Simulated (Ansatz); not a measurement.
C$_{4}$H$_{12}$Si (SMILES C[Si](C)(C)C), singlet, at a GFN2-xTB geometry; Ansatz (a quantum-chemistry and plane-wave program) with PBE/STO-3G.

Input for Ansatz:
Ansatz 0.2 input:
```yaml
crystal:
  periodic: [false, false, false]
  atoms:
    - {symbol: C, position_ang: [-0.41778104, -1.21418858, -1.41267705]}
    - {symbol: Si, position_ang: [0.00000000, 0.00000000, -0.00000000]}
    - {symbol: C, position_ang: [0.00554135, 1.78528707, -0.67614402]}
    - {symbol: C, position_ang: [-1.31041007, -0.15385282, 1.37971233]}
    - {symbol: C, position_ang: [1.72264977, -0.41724567, 0.70910873]}
    - {symbol: H, position_ang: [-1.39396412, -1.00424407, -1.83950537]}
    - {symbol: H, position_ang: [-0.42931030, -2.24160426, -1.06128465]}
    - {symbol: H, position_ang: [0.30997764, -1.15221546, -2.21624356]}
    - {symbol: H, position_ang: [0.24035806, 2.50337027, 0.10386249]}
    - {symbol: H, position_ang: [-0.96211391, 2.05565595, -1.08813490]}
    - {symbol: H, position_ang: [0.74182785, 1.90768456, -1.46487309]}
    - {symbol: H, position_ang: [-2.30457514, 0.07745214, 1.00913662]}
    - {symbol: H, position_ang: [-1.33992132, -1.15990805, 1.78735734]}
    - {symbol: H, position_ang: [-1.10210317, 0.52516646, 2.20113401]}
    - {symbol: H, position_ang: [1.75423943, -1.42860695, 1.10324445]}
    - {symbol: H, position_ang: [2.49352738, -0.33921814, -0.05171446]}
    - {symbol: H, position_ang: [1.99205759, 0.25646756, 1.51702112]}
basis:
  gaussian:
    orbitals: STO-3G
hamiltonian:
  xc: pbe
```

Write the output that Ansatz gives for this input, abridged.


```
Functional definition: PBE
545 factors; integrals over basis functions are off by at most 3.0e-5 eV
mean field evaluation 1: about -12068.9909 eV, gradient 2.1e1 eV
mean field evaluation 2: about -12068.6671 eV, gradient 2.3e1 eV
mean field evaluation 4: about -12070.2976 eV, gradient 4.2e-1 eV
mean field evaluation 8: about -12070.1372 eV, gradient 8.8e-4 eV
mean field -12070.13724600 eV, -443.5693623577 hartree, gradient 7.0e-5 eV, S^2 0.000000; 0 other end points of the search recorded, 0 dependent functions left out
reference -12070.13727582 eV, -443.5693634536 hartree; 25, 25 occupied and 16, 16 virtual orbitals, 545 factors
Total energy: -12070.13727582 eV, -443.5693634536 hartree
```
